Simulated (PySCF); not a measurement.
## Broadened absorption spectrum of In(PH3)F3

In(PH3)F3.
Z-matrix (Å and degrees, PBE0-D3(BJ)/def2-SVP geometry), rows numbered from 1:
```
In
P   1  2.7292
H   2  1.4150  1  117.70
H   2  1.4151  1  117.58  3  -119.93
H   2  1.4150  1  117.72  3   120.09
F   1  1.9557  2   97.87  3    55.89
F   1  1.9554  2   98.49  3   -63.99
F   1  1.9551  2   98.25  3   176.02
```

Level of theory: TDDFT B3LYP/def2-SVPD, vertical, gas phase, core orbitals frozen in the response, def2 core potentials past Kr (PySCF 2.14.0, density-fitted response routines). Spin–orbit coupling is left out.

Computed states:

| state | E (eV) | f |
| --- | --- | --- |
| S1 | 6.23 | 0.227 |
| S2 | 6.26 | 0.0001 |
| S3 | 6.30 | 0.011 |
| S4 | 6.30 | 0.013 |
| S5 | 6.33 | 0.033 |
| S6 | 6.34 | 0.031 |
| S7 | 7.42 | 0.045 |
| S8 | 7.46 | 0.012 |
| S9 | 7.47 | 0.012 |

Each state is given a Gaussian of 0.5 eV full width at half maximum, with ε(max) = 2.175×10⁸ f / Δν̃ (Δν̃ the width in cm⁻¹). The width is an assumption, not a result. The curve ends short of the highest state used, and states not computed would add to its high-energy end.

Question: What does the envelope look like, and where are its maxima?

Answer: 
(E (eV), ε (L mol⁻¹ cm⁻¹)): (5.48, 24), (5.52, 47), (5.56, 87), (5.60, 157), (5.64, 272), (5.68, 456), (5.72, 739), (5.76, 1156), (5.80, 1746), (5.84, 2547), (5.88, 3589), (5.92, 4886), (5.96, 6424), (6.00, 8159), (6.04, 10011), (6.08, 11868), (6.12, 13593), (6.16, 15043), (6.20, 16087), (6.23, 16541), (6.27, 16660), (6.31, 16217), (6.35, 15256), (6.39, 13873), (6.43, 12193), (6.47, 10359), (6.51, 8508), (6.55, 6755), (6.59, 5186), (6.63, 3850), (6.67, 2766), (6.71, 1926), (6.75, 1306), (6.79, 872), (6.83, 590), (6.87, 429)

Maxima: 198 nm (6.26 eV), ε about 17000, made up of S1 (73%) (ε in L mol⁻¹ cm⁻¹; maxima over ε = 5, shares over 10%).

Question: What would ε be at 6.26 eV, the highest of these maxima, with half the width (0.25 eV)?

Answer: About 31600 L mol⁻¹ cm⁻¹ against 16700, a factor of about 1.9; a lone state at its own centre would give exactly 2.

Question: Coming from long wavelengths, where does ε first pass 100 L mol⁻¹ cm⁻¹?

Answer: At about 223 nm (5.57 eV), 0.66 eV below S1.

Question: On this curve, what absorbance would a 10⁻³ mol/L sample give at 222 nm over a 1 cm path?

Answer: 222 nm is 5.585 eV, where ε is about 130 L mol⁻¹ cm⁻¹, so A = ε c l ≈ 0.13 (Beer–Lambert, with the gas-phase spectrum and the assumed width).

The vertical ionisation energy (ΔSCF) is 11.77 eV, 4.31 eV above S9.
